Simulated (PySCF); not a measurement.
Dipole response of Xe³⁺ (xenon, charge +3)

[Kr] 4d10 5s2 5p3, high-spin 4S determinant. All numbers are calculated (PySCF 2.14, scalar relativity by spin-free X2C-1e, in x2c-QZVPPall with one added diffuse shell each of s, p, d, f type (14s10p8d5f1g, 128 functions)). Coupled (time-dependent) response in atomic units; α is the mean over directions.

```tsv
method	mean α (bohr³)	C₆ (like pair)	S(−4)
BP86	9.418	56.06	16.72
```

S(−4) is the Cauchy moment in α(ω) = α(0) + S(−4) ω² + …

α(iu) at BP86:

| u (hartree) | α(iu) (bohr³) |
| --- | --- |
| 0 | 9.418 |
| 0.0500 | 9.376 |
| 0.100 | 9.254 |
| 0.200 | 8.800 |
| 0.300 | 8.147 |
| 0.500 | 6.641 |
| 0.750 | 4.988 |
| 1.00 | 3.803 |
| 1.50 | 2.428 |
| 2.00 | 1.725 |
| 3.00 | 1.044 |
| 5.00 | 0.5231 |

A single London oscillator, α(iu) = α/(1 + u²/ω²), gives C₆ = (3/4) ω α². Matching the computed C₆ needs ω = 4 × 56.06 / (3 × 9.418²) = 0.843 hartree.

For an ion, C₆ is the dispersion term alone; charge-induced terms of lower order in 1/R come first.
